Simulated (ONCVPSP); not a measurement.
## zirconium (Zr): variants of one ONCV potential

Base potential:

```json
{"Element": "Zr", "Generator": "ONCVPSP 4.0.1", "Type": "optimised norm-conserving Vanderbilt (ONCV)", "Functional": "PBE", "Relativity": "scalar-relativistic", "Frozen core": "[Ar] 3d10", "Valence charge": "12", "Reference configuration": "4s2 4p6 4d2 5s2", "Partial waves": "4s+5s: rc 1.85 bohr, ncon 3, nbas 7, qcut 7.4 1/bohr, 2 projectors; 4p: rc 1.80 bohr, ncon 3, nbas 7, qcut 7 1/bohr, 1 projector; 4d: rc 3.05 bohr, ncon 4, nbas 9, qcut 4.9 1/bohr, 2 projectors, debl 1 Ha; f scattering state at 0.22 Ha: rc 2.80 bohr, ncon 3, nbas 6, qcut 4.3 1/bohr, 3 projectors, debl 2.1 Ha", "Local potential": "polynomial inside 1.80 bohr (lpopt 5, dvloc0 0 Ha)", "Core correction": "Teter function, fcfact 3, rcfact 1.1"}
```

All-electron outer shells of the reference configuration (PBE, scalar-relativistic, ld1.x):

```tsv
shell	level (eV)	outermost node (bohr)	outermost maximum (bohr)
3d	-174.71	–	0.35
4s	-54.50	0.55	1.08
4p	-32.46	0.56	1.17
5s	-4.44	1.47	3.15
4d	-3.60	0.58	1.59
```

Cutoffs, loose and tight: the cutoffs (Ha) at which the residual kinetic energy of the hardest occupied pseudo-wave falls to 1 and 0.1 mHa per electron. They do not see the model core or the augmentation charge, which bear on the density cutoff. Test errors are all-electron minus pseudo excitation energies from the reference, over the configurations 4s2 4p6 4d2 5s1; 4s2 4p6 4d2 5s0; 4s2 4p6 4d1 5s0; 4s2 4p6 4d2 5s0 5p2. A dash means not determined; rows that change the core or the reference have their own tests.

| change | outcome | cutoff, loose | cutoff, tight | bound ghosts | GHOST(+) flags above zero | largest test error (meV) |
| --- | --- | --- | --- | --- | --- | --- |
| base | generated | 17 Ha | 21 Ha | none | none | +46 |
| core correction Teter function, fcfact 7.4, rcfact 1.1 | generated | 17 Ha | 21 Ha | none | none | +46 |
| all radii but the core radius scaled by about 1.33 (s 2.46, p 2.40, d 4.06, f 3.74 bohr); local potential polynomial inside 2.40 bohr (lpopt 5, dvloc0 0 Ha) | generated | 12 Ha | 15 Ha | none | none | +186 |
| local potential polynomial inside 1.80 bohr (lpopt 5, dvloc0 3.5 Ha) | generated | 17 Ha | 21 Ha | none | s | +46 |
| core correction Teter function, fcfact 3, rcfact 1.4 | generated | 17 Ha | 21 Ha | none | none | +46 |
